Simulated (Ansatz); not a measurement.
`[NH2][AlH][SiH2]S`, charge 0, multiplicity 1.

Question: Give a relaxed structure at PBE0-D4/def2-TZVP (the Gaussian-basis code of Ansatz). (An estimate is asked.)

Answer: Computed: 
Cartesian coordinates in Å:
```
N 1.448 1.139 1.420
Al 0.877 0.504 -0.126
Si -0.934 -1.142 -0.172
S -2.419 -0.419 -1.566
H 1.100 0.857 2.322
H 2.155 1.848 1.526
H 1.523 1.082 -1.456
H -0.521 -2.532 -0.525
H -1.690 -1.237 1.108
H -1.540 -0.101 -2.531
```
This is one stationary point; other conformers may exist.
